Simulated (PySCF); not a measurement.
Species: C₈H₁₀O.
SMILES with atom numbers: `[CH3:1][O:2][CH2:3][c:4]1[cH:5][cH:6][cH:7][cH:8][cH:9]1` (hydrogens: H10, H11, H12 on C1; H13, H14 on C3; H15 on C5; H16 on C6; H17 on C7; H18 on C8; H19 on C9)

The same species was optimised twice, with GFN2-xTB and with PBE0-D3(BJ)/def2-SVP (PySCF), and the same property calculations (PySCF, gas phase) were run on both structures.

```
     coordinate  GFN2-xTB  PBE0-D3(BJ)/def2-SVP  change
      O2–C3 (Å)     1.412                 1.398  -0.014
      C7–C8 (Å)     1.385                 1.396  +0.011
      C5–C6 (Å)     1.384                 1.395  +0.011
      C8–C9 (Å)     1.383                 1.392  +0.009
      C4–C9 (Å)     1.390                 1.399  +0.009
      C6–C7 (Å)     1.384                 1.393  +0.009
      C4–C5 (Å)     1.388                 1.397  +0.009
      C1–O2 (Å)     1.405                 1.397  -0.008
      C3–C4 (Å)     1.510                 1.511  +0.001
   O2–C3–C4 (°)     113.4                 113.9    +0.5
   C1–O2–C3 (°)     113.2                 113.7    +0.5
   C5–C4–C9 (°)     119.2                 118.9    -0.3
   C4–C5–C6 (°)     120.4                 120.7    +0.3
   C3–C4–C9 (°)     119.6                 119.8    +0.2
   C6–C7–C8 (°)     119.8                 119.6    -0.2
   C7–C8–C9 (°)     120.1                 120.2    +0.1
   C4–C9–C8 (°)     120.4                 120.6    +0.2
C1–O2–C3–C4 (°)        67                    70      +3
O2–C3–C4–C5 (°)      -133                  -142      -9
```

Rotational constants: A = 3593, B = 1075, C = 969.8 MHz (GFN2-xTB) against A = 3651, B = 1058, C = 939.9 MHz (PBE0-D3(BJ)/def2-SVP). Point groups within 0.08 Å: C1 and C1.

On the GFN2-xTB structure: HOMO (eV) -7.20 [PBE0/pcSseg-1]; LUMO (eV) -0.32 [PBE0/pcSseg-1]; dipole (D) 1.24 [PBE0/pcSseg-1]; GIAO shielding of C1 (ppm) 129.0 [PBE0/pcSseg-1]; GIAO shielding of O2 (ppm) 303.0 [PBE0/pcSseg-1]; GIAO shielding of C3 (ppm) 108.1 [PBE0/pcSseg-1]; GIAO shielding of C4 (ppm) 41.3 [PBE0/pcSseg-1]; GIAO shielding of C5/C9 (mean) (ppm) 52.9 [PBE0/pcSseg-1]; GIAO shielding of C6/C8 (mean) (ppm) 53.0 [PBE0/pcSseg-1]; GIAO shielding of C7 (ppm) 53.6 [PBE0/pcSseg-1].

Q: What do these properties become on the PBE0-D3(BJ)/def2-SVP structure?

A: 
```
                                    property          level  on GFN2-xTB  on PBE0-D3(BJ)/def2-SVP  change
                                   HOMO (eV)  PBE0/pcSseg-1        -7.20                    -7.15   +0.05
                                   LUMO (eV)  PBE0/pcSseg-1        -0.32                    -0.32    0.00
                                  dipole (D)  PBE0/pcSseg-1         1.24                     1.16   -0.08
energy, GFN2-xTB geometry as zero (kcal/mol)  PBE0/pcSseg-1          0.0                     -0.2    -0.2
                  GIAO shielding of C1 (ppm)  PBE0/pcSseg-1        129.0                    127.9    -1.1
                  GIAO shielding of O2 (ppm)  PBE0/pcSseg-1        303.0                    313.0   +10.0
                  GIAO shielding of C3 (ppm)  PBE0/pcSseg-1        108.1                    108.5    +0.4
                  GIAO shielding of C4 (ppm)  PBE0/pcSseg-1         41.3                     39.4    -1.9
        GIAO shielding of C5/C9 (mean) (ppm)  PBE0/pcSseg-1         52.9                     51.7    -1.2
        GIAO shielding of C6/C8 (mean) (ppm)  PBE0/pcSseg-1         53.0                     50.4    -2.6
                  GIAO shielding of C7 (ppm)  PBE0/pcSseg-1         53.6                     51.3    -2.3
```

The heavy atoms differ by 0.078 Å rms after alignment. Among bonds between heavy atoms O2–C3 changes most (-0.014 Å). Changes are differences of the printed values. Neither structure is proved a minimum here.

Shape of the structure used: `[CH3:1][O:2][CH2:3][c:4]1[cH:5][cH:6][cH:7][cH:8][cH:9]1`: C1–O2–C3–C4 70°, O2–C3–C4–C5 -142°.
